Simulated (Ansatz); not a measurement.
A nudged elastic band was laid between two geometries of F3Ge2H3 + H2 (10 atoms, charge 0, multiplicity 1).

Level of theory: RKS PBE/def2-SVP (Ansatz 0.2.0).

```json
{"movable images": "7", "climbing image": "yes", "spring": "5.0 eV/Å²", "optimiser": "quadratic models (default)", "start path": "straight line", "force threshold": "0.05 eV/Å", "iteration limit": "60", "end points": "relaxed"}
```

Initial state:

```xyz
10
Properties=species:S:1:pos:R:3
Ge 0.399 -0.298 0.186
Ge 0.206 -0.227 2.612
H -1.020 -1.079 3.007
H 1.514 -0.815 3.187
H 0.026 1.254 3.012
F 1.745 0.619 -0.442
F -1.003 0.342 -0.648
F 0.602 -1.907 -0.458
H -2.673 0.983 0.964
H -3.101 1.128 1.586
```

Final state:

```xyz
10
Properties=species:S:1:pos:R:3
Ge -0.585 -0.090 -0.846
Ge -0.151 0.087 3.478
H -0.568 -0.149 4.953
H 1.148 -0.692 3.173
H 0.059 1.599 3.233
F 0.569 0.519 0.304
F -0.489 0.957 -2.224
F 0.006 -1.639 -1.353
H -2.003 -0.163 -0.271
H -1.289 -0.429 2.558
```

Task: Which bonds break or form, and what moves?

Result: Bonds broken: Ge1–Ge2, H9–H10. Bonds formed: Ge1–H9, Ge2–H10. F3Ge2H3 + H2 becomes F3GeH + GeH4.

Task: Give the energies along the band, and the barrier.

Result: The forces met the threshold. The highest image is number 4 of 0 to 8, 2.71 eV above the first end and 2.51 eV above the last; the last end lies 0.20 eV above the first. Neighbouring images differ by up to 2.0 eV, so the band resolves the path poorly. The order of the point at the top wasn't checked. The orbitals stay closed-shell, which can raise the energy where a bond breaks towards radicals; this wasn't checked here.

```json
{"image": "0", "path coordinate (Å)": "0.00", "energy (eV)": "0.00", "Ge1–Ge2 (Å)": "2.43", "H9–H10 (Å)": "0.77", "Ge1–H9 (Å)": "3.42"}
{"image": "1", "path coordinate (Å)": "1.40", "energy (eV)": "0.01", "Ge1–Ge2 (Å)": "2.43", "H9–H10 (Å)": "0.77", "Ge1–H9 (Å)": "3.35"}
{"image": "2", "path coordinate (Å)": "2.80", "energy (eV)": "0.13", "Ge1–Ge2 (Å)": "2.44", "H9–H10 (Å)": "0.77", "Ge1–H9 (Å)": "3.23"}
{"image": "3", "path coordinate (Å)": "4.19", "energy (eV)": "0.96", "Ge1–Ge2 (Å)": "2.53", "H9–H10 (Å)": "0.76", "Ge1–H9 (Å)": "2.77"}
{"image": "4", "path coordinate (Å)": "5.59", "energy (eV)": "2.71", "Ge1–Ge2 (Å)": "2.99", "H9–H10 (Å)": "0.89", "Ge1–H9 (Å)": "2.35"}
{"image": "5", "path coordinate (Å)": "6.58", "energy (eV)": "0.67", "Ge1–Ge2 (Å)": "3.30", "H9–H10 (Å)": "1.71", "Ge1–H9 (Å)": "1.60"}
{"image": "6", "path coordinate (Å)": "7.57", "energy (eV)": "0.27", "Ge1–Ge2 (Å)": "3.89", "H9–H10 (Å)": "2.43", "Ge1–H9 (Å)": "1.53"}
{"image": "7", "path coordinate (Å)": "8.56", "energy (eV)": "0.22", "Ge1–Ge2 (Å)": "4.22", "H9–H10 (Å)": "2.72", "Ge1–H9 (Å)": "1.53"}
{"image": "8", "path coordinate (Å)": "9.55", "energy (eV)": "0.20", "Ge1–Ge2 (Å)": "4.35", "H9–H10 (Å)": "2.93", "Ge1–H9 (Å)": "1.53"}
```

Task: What is the geometry of the highest image?

Result: 
```xyz
10
Properties=species:S:1:pos:R:3:forces:R:3
Ge -0.134 -0.103 -0.240 -0.01 -0.03 0.00
Ge -0.342 0.149 2.735 0.00 -0.02 -0.01
H -0.964 0.089 4.173 0.00 0.00 0.00
H 0.672 -0.985 2.532 -0.01 0.01 0.01
H -0.157 1.601 2.279 0.00 0.01 0.00
F 1.481 0.414 0.388 0.02 0.01 0.01
F -0.426 1.136 -1.475 0.00 0.01 -0.02
F 0.323 -1.510 -1.221 -0.01 0.02 0.01
H -1.643 -0.367 1.539 0.01 0.00 0.00
H -2.114 -0.425 2.295 0.00 0.00 0.00
```

Run time: 6 min on 4 threads of Intel(R) Xeon(R) Platinum 8259CL CPU @ 2.50GHz (Skylake/Cascade Lake), on a shared host, peak memory 0.32 GiB.
